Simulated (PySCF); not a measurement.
CF₂I, doublet, at a GFN2-xTB geometry (core potentials on I). Base run: HF/def2-SV(P) (PySCF).

Input for PySCF:
```python
from pyscf import gto, scf

mol = gto.Mole()
mol.atom = '''
    F    -1.94047091   -1.04246775   -0.07111409
    C    -1.27115926    0.02973402    0.32225778
    F    -1.89743270    1.11662875   -0.10056321
    I     0.79562430   -0.01595949   -0.00732926
'''
mol.basis = 'def2-sv(p)'
mol.ecp = {'I': 'def2-sv(p)'}
mol.spin = 1
mol.verbose = 4
mol.build()

mf = scf.UHF(mol)
mf.kernel()
```

The base run was repeated with changes; each row names its change, and settings that it needs were set with it.

| change | basis functions | E (Eh) | HOMO (eV) | dipole (D) |
|---|---|---|---|---|
| base | 68 | -533.13236 | -10.36 | 1.24 |
| basis = x2c-TZVPall; relativity = spin-free X2C (without mol.ecp = {'I': 'def2-sv(p)'}) | 153 | -7349.83624 | -10.33 | 1.08 |
| basis = ANO-RCC-VDZP; relativity = spin-free X2C (without mol.ecp = {'I': 'def2-sv(p)'}) | 85 | -7349.61690 | -10.49 | 1.34 |
| basis = ANO-RCC-VDZP; relativity = none (without mol.ecp = {'I': 'def2-sv(p)'}) | 85 | -6911.14003 | -11.24 | 0.57 |
| basis = jorge-DZP-DKH; relativity = spin-free X2C (without mol.ecp = {'I': 'def2-sv(p)'}) | 93 | -7344.04170 | -10.32 | 1.08 |
| basis = jorge-DZP-DKH; relativity = none (without mol.ecp = {'I': 'def2-sv(p)'}) | 93 | -7078.12533 | -10.50 | 0.87 |
| basis = jorge-DZP-DKH; relativity = spin-free X2C; nucleus = Gaussian (with mol.nucmod = 'G'; without mol.ecp = {'I': 'def2-sv(p)'}) | 93 | -7343.83952 | -10.32 | 1.08 |
| basis = x2c-TZVPall; relativity = spin-free X2C; nucleus = Gaussian (with mol.nucmod = 'G'; without mol.ecp = {'I': 'def2-sv(p)'}) | 153 | -7349.63421 | -10.33 | 1.08 |
| basis = x2c-TZVPall; relativity = none (without mol.ecp = {'I': 'def2-sv(p)'}) | 153 | -7000.67551 | -10.40 | 0.95 |
| basis = ANO-RCC-VDZP; relativity = spin-free X2C; nucleus = Gaussian (with mol.nucmod = 'G'; without mol.ecp = {'I': 'def2-sv(p)'}) | 85 | -7349.37842 | -10.50 | 1.34 |

Total energies compare only within one method and basis.

Open shells are given as the SCF converged; they aren't shown to be the lowest states, and a large step between rows can be another state.

Basis sets contracted for a relativistic Hamiltonian are a mismatch without it, so the rows without relativity aren't non-relativistic limits. No row has spin-orbit coupling; sets with core potentials leave out the core electrons.
